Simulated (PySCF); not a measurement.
# Computed properties of Se(Cl)(Me) (CH3ClSe), SMILES C[Se]Cl

CH₃ClSe, SMILES [Se](Cl)C. The structure is a stationary point at B3LYP-D3(BJ)/def2-TZVP. Other conformers were not sampled. All values are computed for the isolated molecule unless a solvent is named; none is compared with measurement here.

**Structure.** The optimised structure has Cs symmetry. All 12 harmonic modes at B3LYP-D3(BJ)/def2-TZVP (PySCF) are real, so it is a minimum. With heavy atoms numbered as in [Se:1]([Cl:2])[CH3:3], the shortest bond between them is Se1–C3 at 1.954 Å and the longest Se1–Cl2 at 2.194 Å.

**Vibrations.** The strongest infrared lines (harmonic, unscaled, degenerate partners summed) lie at 400 cm⁻¹ (19 km/mol, Cl 69 %, Se 31 %), 1475 cm⁻¹ (11 km/mol, H 95 %), 3050 cm⁻¹ (8 km/mol, H 98 %). The softest mode is at 167 cm⁻¹ and the zero-point energy is 24.0 kcal/mol.

**Electronic structure.** CAM-B3LYP/def2-TZVPD (PySCF) places the frontier levels at -7.96 and -1.09 eV, a gap of 6.87 eV, and gives a dipole moment of 2.38 D and a mean polarisability of 57.4 bohr³.

**Excitations.** TDA-PBE0/def2-SVPD (PySCF) has S1 at 2.82 eV (440 nm, f = 0.000, dark); the most intense of the 10 singlets computed lies at 7.05 eV (f = 0.06). T1 (TDA) is at 2.01 eV, 0.81 eV under S1.

**NMR.** GIAO shifts at PBE0/pcSseg-2 (PySCF) (non-relativistic, atoms alike by connectivity averaged): ¹³C at 29.9 ppm against TMS; ¹H at 2.7 ppm against TMS. Without spin–orbit terms, shifts of atoms bonded to Cl or Br come out too high.
